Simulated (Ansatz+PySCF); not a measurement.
A calculation with Ansatz (development build ahead of 0.2.0).

```yaml
crystal:
  periodic: [false, false, false]
  atoms:
    - { symbol: S, position_ang: [0.0, 0.0, 0.0] }
    - { symbol: F, position_ang: [1.58066, 0.0, 0.0] }
    - { symbol: F, position_ang: [-1.58066, 0.0, 0.0] }
    - { symbol: F, position_ang: [0.0, 1.58066, 0.0] }
    - { symbol: F, position_ang: [0.0, -1.58066, 0.0] }
    - { symbol: F, position_ang: [0.0, 0.0, 1.58066] }
    - { symbol: F, position_ang: [0.0, 0.0, -1.58066] }
basis:
  gaussian: { orbitals: def2-SVP }
hamiltonian:
  xc: r2scan
```

The input is written out in the form of the current development build from the run's settings.

Output:

```json
{"Converged": "yes", "Total energy": "-996.27132 hartree", "Stability test": "minimum among restricted orbitals"}
```
